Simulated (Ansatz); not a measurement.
Relaxation of GaGe22H32, a doped nanocrystal cut from the lattice of germanium (Ga on an inner site) with UKS r2SCAN-D4/def2-SVP.

```sh
$ ansatz run in.yaml --threads 11 --pin off --events-out ev --progress --plain --max-ram 110592MiB --backend cuda --devices 0, --max-vram 75GiB
```

```yaml
crystal:
  periodic: [false, false, false]
  atoms:
    - {symbol: Ge, position_ang: [-4.521200, 1.812600, -0.612300]}
    - {symbol: Ge, position_ang: [-1.716900, -3.844100, 2.218500]}
    - {symbol: Ge, position_ang: [1.123500, -3.849000, -0.611800]}
    - {symbol: Ge, position_ang: [-1.693000, 1.800700, -3.438000]}
    - {symbol: Ge, position_ang: [1.120600, -1.031200, -3.453500]}
    - {symbol: Ge, position_ang: [-1.688400, -1.028100, -0.621600]}
    - {symbol: Ge, position_ang: [-1.709100, 1.796400, 2.211900]}
    - {symbol: Ge, position_ang: [1.127500, -1.009300, 2.226900]}
    - {symbol: Ge, position_ang: [1.090900, 1.771900, -0.619900]}
    - {symbol: Ge, position_ang: [3.954300, -1.025500, -0.614000]}
    - {symbol: Ge, position_ang: [3.992400, 1.783600, 2.206100]}
    - {symbol: Ge, position_ang: [-3.081300, -2.433500, 0.807200]}
    - {symbol: Ge, position_ang: [-3.119600, 0.361100, -2.029200]}
    - {symbol: Ge, position_ang: [-3.110300, 3.196400, 0.787000]}
    - {symbol: Ge, position_ang: [-0.284000, -2.457400, -2.033200]}
    - {symbol: Ge, position_ang: [-0.281500, -2.442700, 3.618700]}
    - {symbol: Ge, position_ang: [2.555000, -2.429900, 0.802100]}
    - {symbol: Ge, position_ang: [-0.295200, 0.396700, -4.868300]}
    - {symbol: Ge, position_ang: [-0.269700, 3.198700, -2.018000]}
    - {symbol: Ge, position_ang: [2.545800, 0.367000, -2.036400]}
    - {symbol: Ga, position_ang: [-0.282100, 0.389900, 0.782500]}
    - {symbol: Ge, position_ang: [2.529500, 0.388800, 3.619300]}
    - {symbol: Ge, position_ang: [2.549600, 3.226200, 0.772500]}
    - {symbol: H, position_ang: [-5.400200, 2.696200, -1.499300]}
    - {symbol: H, position_ang: [-5.416100, 0.934000, 0.264100]}
    - {symbol: H, position_ang: [-2.561500, -4.740500, 3.067100]}
    - {symbol: H, position_ang: [-0.821500, -4.742000, 1.345800]}
    - {symbol: H, position_ang: [2.012100, -4.759800, -1.512700]}
    - {symbol: H, position_ang: [0.267300, -4.725100, 0.250700]}
    - {symbol: H, position_ang: [-2.575000, 2.684500, -4.316800]}
    - {symbol: H, position_ang: [2.022300, -1.902500, -4.325200]}
    - {symbol: H, position_ang: [-2.578900, 0.938500, 3.055600]}
    - {symbol: H, position_ang: [-0.821900, 2.678300, 3.068000]}
    - {symbol: H, position_ang: [4.843200, -1.916100, -1.481900]}
    - {symbol: H, position_ang: [4.836300, -0.141100, 0.278600]}
    - {symbol: H, position_ang: [4.843900, 0.909600, 1.311500]}
    - {symbol: H, position_ang: [4.864500, 2.676200, 3.079000]}
    - {symbol: H, position_ang: [-3.987300, -3.323700, -0.067500]}
    - {symbol: H, position_ang: [-3.989000, -1.565400, 1.664100]}
    - {symbol: H, position_ang: [-3.982400, -0.507300, -2.899300]}
    - {symbol: H, position_ang: [-3.966600, 4.069500, 1.637800]}
    - {symbol: H, position_ang: [-2.225100, 4.130600, -0.095300]}
    - {symbol: H, position_ang: [-1.179200, -3.312000, -2.921900]}
    - {symbol: H, position_ang: [0.587100, -3.326000, 4.511800]}
    - {symbol: H, position_ang: [-1.166600, -1.561500, 4.501200]}
    - {symbol: H, position_ang: [3.411000, -3.325600, 1.660600]}
    - {symbol: H, position_ang: [-1.160400, -0.508700, -5.754700]}
    - {symbol: H, position_ang: [0.616500, 1.262500, -5.739100]}
    - {symbol: H, position_ang: [0.602300, 4.086000, -2.912700]}
    - {symbol: H, position_ang: [-1.154100, 4.096600, -1.171600]}
    - {symbol: H, position_ang: [3.436200, 1.254500, -2.925100]}
    - {symbol: H, position_ang: [1.655000, 1.257500, 4.528200]}
    - {symbol: H, position_ang: [3.406000, -0.489400, 4.471800]}
    - {symbol: H, position_ang: [1.668500, 4.105800, 1.671300]}
    - {symbol: H, position_ang: [3.414200, 4.095800, -0.069800]}
basis:
  gaussian: {orbitals: def2-SVP, fitting: {mean_field: def2-universal-jkfit}}
magnetization: {spin_polarized: true, initial_magnetization: 1}
hamiltonian: {xc: r2scan, dispersion: d4}
scf: {lower_state_search: "off"}
output: {orbitals: {seedname: orbitals}}
relax: {f_tol: 0.03, max_steps: 70}
```

Run time 81 s (11 threads of AMD EPYC 7R13 on a shared host and a whole NVIDIA H100 80GB HBM3), peak host memory 1.9 GiB.

Positions (Å) and forces (eV/Å) at steps 1, 2, 3, 4 of 10:

```xyz
55
step=1 energy=-1296149.1562 eV
Ge   -4.521    1.813   -0.612    0.474   -0.264   -0.182
Ge   -1.717   -3.844    2.219    0.393    0.536   -0.098
Ge    1.123   -3.849   -0.612    0.853    0.428   -0.705
Ge   -1.693    1.801   -3.438    0.173   -0.414    0.332
Ge    1.121   -1.031   -3.454   -0.304    0.305    0.265
Ge   -1.688   -1.028   -0.622    0.266   -0.359    0.150
Ge   -1.709    1.796    2.212    0.657    0.399   -0.661
Ge    1.127   -1.009    2.227   -0.001   -0.708    0.502
Ge    1.091    1.772   -0.620    0.541    0.217    0.154
Ge    3.954   -1.026   -0.614   -0.289   -0.159   -0.178
Ge    3.992    1.784    2.206   -1.137    0.623    0.228
Ge   -3.081   -2.433    0.807    0.215   -0.220   -0.436
Ge   -3.120    0.361   -2.029    0.486    0.962    0.360
Ge   -3.110    3.196    0.787    0.487   -0.396   -0.553
Ge   -0.284   -2.457   -2.033    0.107    0.404    0.142
Ge   -0.281   -2.443    3.619   -0.084   -0.063   -0.466
Ge    2.555   -2.430    0.802   -0.717    0.440   -0.769
Ge   -0.295    0.397   -4.868    0.082   -0.151    0.499
Ge   -0.270    3.199   -2.018    0.306   -0.297   -0.691
Ge    2.546    0.367   -2.036   -0.353    0.019    0.142
Ga   -0.282    0.390    0.782   -0.376    0.254   -0.531
Ge    2.530    0.389    3.619    0.074    0.671   -0.679
Ge    2.550    3.226    0.772   -0.422   -1.222    0.494
H    -5.400    2.696   -1.499   -0.136    0.099   -0.121
H    -5.416    0.934    0.264   -0.143   -0.057    0.125
H    -2.562   -4.740    3.067   -0.530   -0.450    0.547
H    -0.822   -4.742    1.346   -0.291    0.008    0.264
H     2.012   -4.760   -1.513   -0.066    0.185    0.109
H     0.267   -4.725    0.251   -0.124   -0.489    0.171
H    -2.575    2.684   -4.317   -0.220    0.215   -0.186
H     2.022   -1.903   -4.325    0.169   -0.226   -0.219
H    -2.579    0.939    3.056   -0.625   -0.544    0.704
H    -0.822    2.678    3.068    0.114    0.314    0.416
H     4.843   -1.916   -1.482    0.123   -0.184   -0.171
H     4.836   -0.141    0.279    0.133   -0.283   -0.286
H     4.844    0.910    1.312    0.318    0.038    0.120
H     4.864    2.676    3.079    0.219    0.181    0.239
H    -3.987   -3.324   -0.068   -0.061   -0.036   -0.005
H    -3.989   -1.565    1.664   -0.199    0.223    0.240
H    -3.982   -0.507   -2.899   -0.437   -0.495   -0.458
H    -3.967    4.069    1.638   -0.586    0.524    0.686
H    -2.225    4.131   -0.095   -0.465   -0.238    0.470
H    -1.179   -3.312   -2.922   -0.156   -0.313   -0.260
H     0.587   -3.326    4.512    0.160   -0.136    0.196
H    -1.167   -1.562    4.501   -0.090    0.120    0.157
H     3.411   -3.326    1.661    0.351   -0.352    0.520
H    -1.160   -0.509   -5.755   -0.076   -0.022   -0.121
H     0.617    1.262   -5.739    0.076    0.119   -0.184
H     0.602    4.086   -2.913    0.128    0.101   -0.174
H    -1.154    4.097   -1.172    0.101    0.261   -0.027
H     3.436    1.254   -2.925    0.089    0.068   -0.093
H     1.655    1.258    4.528   -0.050    0.099    0.083
H     3.406   -0.489    4.472    0.313   -0.472    0.421
H     1.669    4.106    1.671   -0.035    0.086    0.081
H     3.414    4.096   -0.070    0.564    0.649   -0.568
55
step=2 energy=-1296149.9891 eV
Ge   -4.498    1.782   -0.616    0.053   -0.011    0.151
Ge   -1.800   -3.833    2.306    0.175    0.056   -0.269
Ge    1.197   -3.838   -0.725   -0.100   -0.007    0.018
Ge   -1.673    1.783   -3.447    0.192    0.009   -0.011
Ge    1.116   -1.030   -3.454   -0.131    0.126   -0.057
Ge   -1.663   -1.066   -0.619    0.074   -0.156    0.114
Ge   -1.662    1.809    2.261    0.168   -0.091   -0.210
Ge    1.102   -1.055    2.266    0.275   -0.138   -0.030
Ge    1.140    1.807   -0.632    0.199   -0.120    0.017
Ge    3.927   -1.107   -0.727    0.008    0.297    0.186
Ge    3.923    1.926    2.300   -0.002   -0.227   -0.253
Ge   -3.094   -2.453    0.784   -0.024   -0.029   -0.009
Ge   -3.077    0.388   -2.025    0.132    0.143    0.230
Ge   -3.174    3.157    0.880    0.293   -0.078   -0.232
Ge   -0.290   -2.456   -2.071    0.065    0.010    0.018
Ge   -0.307   -2.468    3.641   -0.229   -0.023    0.038
Ge    2.501   -2.413    0.744   -0.070    0.074   -0.209
Ge   -0.277    0.383   -4.854   -0.058   -0.111   -0.061
Ge   -0.159    3.194   -2.154   -0.153   -0.043    0.100
Ge    2.519    0.377   -2.054    0.138   -0.009    0.066
Ga   -0.282    0.416    0.740   -0.389    0.395   -0.202
Ge    2.534    0.417    3.601   -0.059    0.244   -0.046
Ge    2.549    3.216    0.771   -0.107   -0.037    0.136
H    -5.390    2.675   -1.501    0.010    0.018   -0.024
H    -5.421    0.931    0.275   -0.049   -0.103   -0.062
H    -2.660   -4.748    3.172   -0.223   -0.032    0.238
H    -0.932   -4.760    1.449   -0.010   -0.094    0.062
H     2.090   -4.746   -1.592    0.121    0.129   -0.076
H     0.368   -4.773    0.149   -0.067   -0.204    0.017
H    -2.576    2.684   -4.318   -0.040    0.017   -0.023
H     2.014   -1.920   -4.340    0.039   -0.034   -0.035
H    -2.579    0.948    3.126   -0.117   -0.149    0.290
H    -0.831    2.730    3.165   -0.014    0.100    0.136
H     4.840   -2.001   -1.576   -0.093   -0.186   -0.138
H     4.870   -0.262    0.143    0.079   -0.032   -0.056
H     4.845    1.042    1.455    0.114    0.009    0.039
H     4.857    2.772    3.177   -0.097    0.135    0.173
H    -4.015   -3.343   -0.076   -0.017   -0.030    0.025
H    -3.990   -1.566    1.666   -0.071    0.104   -0.029
H    -3.961   -0.514   -2.902   -0.076   -0.093   -0.124
H    -4.038    4.058    1.759   -0.242    0.040    0.251
H    -2.330    4.114    0.024   -0.038    0.029    0.058
H    -1.167   -3.358   -2.963   -0.017   -0.061   -0.082
H     0.587   -3.338    4.543    0.043   -0.023    0.032
H    -1.174   -1.563    4.533    0.053    0.061    0.082
H     3.365   -3.289    1.675    0.039   -0.058    0.109
H    -1.157   -0.498   -5.762   -0.011   -0.007   -0.041
H     0.611    1.262   -5.755    0.007    0.043   -0.027
H     0.698    4.109   -3.037    0.142   -0.054   -0.183
H    -1.017    4.126   -1.291    0.029    0.135   -0.004
H     3.431    1.257   -2.941    0.015   -0.035   -0.081
H     1.660    1.283    4.524   -0.112   -0.063    0.083
H     3.386   -0.512    4.481    0.076   -0.082    0.075
H     1.676    4.106    1.678   -0.100    0.068   -0.081
H     3.425    4.127   -0.088    0.177    0.175   -0.088
55
step=3 energy=-1296150.2988 eV
Ge   -4.460    1.747   -0.546    0.037    0.033   -0.023
Ge   -1.843   -3.817    2.326    0.020   -0.002   -0.004
Ge    1.202   -3.854   -0.767   -0.029   -0.039   -0.047
Ge   -1.625    1.763   -3.457    0.015    0.050    0.024
Ge    1.127   -1.032   -3.488   -0.042    0.032   -0.017
Ge   -1.623   -1.084   -0.596   -0.038   -0.068    0.050
Ge   -1.676    1.776    2.390    0.025    0.072   -0.234
Ge    1.074   -1.031    2.219    0.302   -0.218   -0.090
Ge    1.180    1.788   -0.649    0.144    0.130   -0.047
Ge    3.940   -1.113   -0.758    0.042    0.059    0.026
Ge    3.894    1.953    2.293    0.048   -0.030    0.029
Ge   -3.111   -2.441    0.783   -0.004   -0.032   -0.077
Ge   -3.023    0.396   -1.989    0.053    0.076    0.069
Ge   -3.186    3.122    0.998    0.063   -0.037    0.109
Ge   -0.278   -2.459   -2.097    0.093    0.013    0.025
Ge   -0.346   -2.427    3.630   -0.075    0.043    0.008
Ge    2.478   -2.398    0.698   -0.090    0.044    0.162
Ge   -0.265    0.361   -4.901   -0.050   -0.031   -0.028
Ge   -0.095    3.180   -2.198   -0.087    0.036    0.038
Ge    2.548    0.368   -2.088    0.045   -0.042    0.019
Ga   -0.357    0.538    0.741   -0.085   -0.063   -0.023
Ge    2.486    0.453    3.581   -0.101    0.026   -0.023
Ge    2.550    3.243    0.745   -0.036    0.031   -0.032
H    -5.331    2.652   -1.443    0.000    0.003    0.012
H    -5.407    0.845    0.270    0.018   -0.033   -0.046
H    -2.754   -4.644    3.247   -0.090    0.045    0.102
H    -0.986   -4.831    1.559   -0.002   -0.020   -0.023
H     2.170   -4.662   -1.657    0.055    0.097   -0.043
H     0.388   -4.886    0.023   -0.008   -0.063    0.062
H    -2.542    2.658   -4.323   -0.029    0.001    0.011
H     2.031   -1.926   -4.369    0.013   -0.026    0.010
H    -2.565    0.895    3.283   -0.014   -0.055    0.066
H    -0.885    2.737    3.298   -0.005   -0.002    0.026
H     4.749   -2.086   -1.638   -0.085   -0.067   -0.055
H     4.968   -0.308    0.051    0.025   -0.024    0.017
H     4.912    1.095    1.528    0.004    0.006    0.005
H     4.724    2.839    3.244   -0.098    0.050    0.059
H    -4.032   -3.347   -0.061    0.000    0.018   -0.012
H    -4.012   -1.507    1.616    0.007    0.015   -0.009
H    -3.903   -0.500   -2.891   -0.054   -0.037   -0.026
H    -4.109    3.948    1.910   -0.157   -0.029    0.056
H    -2.374    4.154    0.204    0.066    0.000   -0.046
H    -1.137   -3.368   -3.005   -0.065    0.026   -0.001
H     0.564   -3.298    4.521    0.039    0.009   -0.002
H    -1.161   -1.495    4.549    0.028    0.002    0.007
H     3.320   -3.263    1.670    0.021   -0.010    0.016
H    -1.143   -0.513   -5.818   -0.010   -0.001    0.008
H     0.614    1.255   -5.799    0.003    0.015   -0.002
H     0.803    3.997   -3.146    0.091   -0.083   -0.079
H    -0.900    4.212   -1.394   -0.038    0.060    0.036
H     3.460    1.211   -3.012   -0.029    0.026    0.011
H     1.566    1.251    4.528   -0.005   -0.012   -0.017
H     3.345   -0.486    4.454    0.023   -0.037    0.013
H     1.616    4.141    1.585   -0.010   -0.012   -0.029
H     3.461    4.167   -0.080    0.058    0.053   -0.042
55
step=4 energy=-1296150.3861 eV
Ge   -4.443    1.742   -0.531    0.018   -0.001   -0.050
Ge   -1.872   -3.809    2.344   -0.121   -0.057    0.124
Ge    1.217   -3.870   -0.781    0.022   -0.098   -0.081
Ge   -1.614    1.772   -3.448   -0.054    0.030    0.036
Ge    1.127   -1.028   -3.490    0.023   -0.019   -0.011
Ge   -1.611   -1.101   -0.585   -0.010    0.041   -0.001
Ge   -1.665    1.759    2.391   -0.072    0.071   -0.025
Ge    1.095   -1.055    2.198    0.065   -0.046   -0.046
Ge    1.211    1.803   -0.658   -0.047    0.057   -0.017
Ge    3.946   -1.135   -0.766    0.059   -0.084   -0.074
Ge    3.874    1.982    2.303    0.079    0.067    0.147
Ge   -3.122   -2.446    0.771    0.012    0.038   -0.020
Ge   -3.000    0.406   -1.971    0.002   -0.021   -0.022
Ge   -3.197    3.107    1.041   -0.148   -0.018    0.229
Ge   -0.268   -2.462   -2.098   -0.040   -0.002    0.053
Ge   -0.352   -2.418    3.624    0.053    0.086   -0.024
Ge    2.481   -2.415    0.696    0.003   -0.008    0.184
Ge   -0.274    0.361   -4.904   -0.034    0.044   -0.018
Ge   -0.070    3.193   -2.211    0.043    0.057   -0.042
Ge    2.562    0.363   -2.090    0.002    0.040    0.022
Ga   -0.359    0.558    0.725    0.095   -0.120    0.016
Ge    2.470    0.457    3.567   -0.102   -0.066   -0.032
Ge    2.564    3.275    0.725    0.004    0.049   -0.060
H    -5.313    2.659   -1.418    0.001   -0.024    0.004
H    -5.389    0.790    0.233    0.036    0.048   -0.015
H    -2.827   -4.545    3.320    0.084    0.066   -0.081
H    -1.041   -4.870    1.602   -0.046   -0.001    0.032
H     2.242   -4.573   -1.708   -0.072    0.044    0.056
H     0.445   -4.957   -0.006    0.067    0.038   -0.048
H    -2.559    2.662   -4.294    0.014   -0.022    0.008
H     2.035   -1.939   -4.354   -0.013    0.016    0.002
H    -2.525    0.852    3.301    0.035    0.015   -0.033
H    -0.889    2.726    3.313    0.001   -0.032   -0.020
H     4.650   -2.168   -1.685   -0.058    0.098    0.063
H     5.030   -0.381    0.027   -0.012   -0.047   -0.035
H     4.943    1.142    1.578   -0.023    0.072    0.040
H     4.603    2.905    3.315   -0.069   -0.080   -0.084
H    -4.049   -3.338   -0.083    0.019    0.008    0.004
H    -4.015   -1.486    1.588    0.019   -0.033   -0.018
H    -3.901   -0.487   -2.867    0.023    0.010    0.009
H    -4.214    3.862    1.941    0.111   -0.047   -0.090
H    -2.373    4.151    0.268   -0.031    0.028   -0.009
H    -1.180   -3.333   -2.998    0.031    0.019    0.023
H     0.593   -3.274    4.498   -0.029   -0.015   -0.012
H    -1.132   -1.471    4.559    0.024   -0.028   -0.032
H     3.326   -3.272    1.679   -0.005    0.009   -0.062
H    -1.161   -0.509   -5.818    0.006    0.000    0.023
H     0.597    1.266   -5.802    0.005   -0.029    0.000
H     0.887    3.900   -3.209   -0.083   -0.059    0.071
H    -0.848    4.283   -1.442    0.068   -0.026   -0.057
H     3.451    1.230   -3.016    0.008   -0.029    0.010
H     1.530    1.232    4.515    0.023   -0.028   -0.036
H     3.330   -0.498    4.432    0.003    0.046   -0.011
H     1.597    4.168    1.536    0.039   -0.018   -0.017
H     3.493    4.205   -0.088   -0.027   -0.040    0.027
```

Single mean-field runs in def2-SVP are fitted with def2-universal-jkfit.
